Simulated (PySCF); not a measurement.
PW91 on Te⁻ (tellurium, charge -1), [Kr] 4d10 5s2 5p5, 2P determinant. All numbers are calculated (PySCF 2.14, scalar relativity by spin-free X2C-1e, in aug-cc-pVTZ-DK3).

```
cycle= 1 E= -6794.06794500037  delta_E= -0.0114  |g|= 0.0257  |ddm|= 0.423
cycle= 2 E= -6794.06765506096  delta_E= 0.00029  |g|= 0.0313  |ddm|= 0.126
cycle= 3 E= -6794.06845910575  delta_E= -0.000804  |g|= 0.00681  |ddm|= 0.0681
cycle= 4 E= -6794.06847362731  delta_E= -1.45e-05  |g|= 0.000953  |ddm|= 0.00732
cycle= 5 E= -6794.0684748436  delta_E= -1.22e-06  |g|= 0.000169  |ddm|= 0.00362
cycle= 6 E= -6794.06847488313  delta_E= -3.95e-08  |g|= 1.32e-05  |ddm|= 0.000587
cycle= 7 E= -6794.06847488338  delta_E= -2.49e-10  |g|= 1.41e-06  |ddm|= 8.23e-05
converged SCF energy = -6794.06847488338  <S^2> = 0.75371302  2S+1 = 2.0037096
```

Highest occupied orbital energy: 0.698 eV; ⟨L²⟩ = 2.03; populations by l: s 10.00, p 23.00, d 20.00, f 0.00.

Can this result be used?

With care. The run converged. At PW91 the highest occupied level has a positive energy, so only the finite basis holds that electron; in a semilocal or global hybrid functional this comes from self-interaction and does not mean that the real anion is unbound.
